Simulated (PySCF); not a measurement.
Vertical excitations of a molecule CH6GeOSi from TDDFT-B3LYP/def2-SVPD run with PySCF, as energy in eV (oscillator strength): 5.85 (0.070), 6.01 (0.000), 6.11 (0.022), 6.33 (0.105), 6.39 (0.072), 6.40 (0.000), 6.66 (0.009), 6.69 (0.017), 7.05 (0.004), 7.05 (0.079). Lowest triplet (TDA): 5.19 eV. The structure is a stationary point at TPSSh-D3(BJ)/def2-SVP. Other conformers were not sampled.

**Question.** Identify the compound among the candidates.
A. O=[C]([SiH3])[GeH3]
B. [CH2]1O[SiH2][GeH2]1
C. C[O][Ge][SiH3]
D. O=C[SiH2][GeH3]

**Answer.** B, [CH2]1O[SiH2][GeH2]1
